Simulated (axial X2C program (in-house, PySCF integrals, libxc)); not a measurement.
Which molecule has these constants?

All values come from calculations with an in-house all-electron X2C program for linear molecules (integrals from PySCF), spin-free (one-electron X2C) or two-component (2c: spin–orbit coupling with atomic mean-field Coulomb and Gaunt terms, which also bring small scalar terms), in Dyall basis sets with cores contracted in-house; open shells are unrestricted.

A two-component PBE0 calculation in a Dyall 3-zeta basis gave Re = 1.535 Å, ωe = 2235.7 cm⁻¹, De = 2.26 eV, Ω = 1/2.

Problem. Which molecule is it?
A. AuH⁺
B. AgH⁺
C. CuH⁺

Solution. A. The others have CuH⁺ 1.466 Å and 1899.0 cm⁻¹ (Ω = 1/2); AgH⁺ 1.685 Å and 1163.3 cm⁻¹ (Ω = 1/2).

Each entry is the lowest single determinant of a limited PBE0 search at one distance. De goes to single-determinant-based atoms at the same level (for ions the charge split of lowest energy) and is withheld (n/a) where an atom does not fit its ground term or J level. Main or longest-lived isotopes.
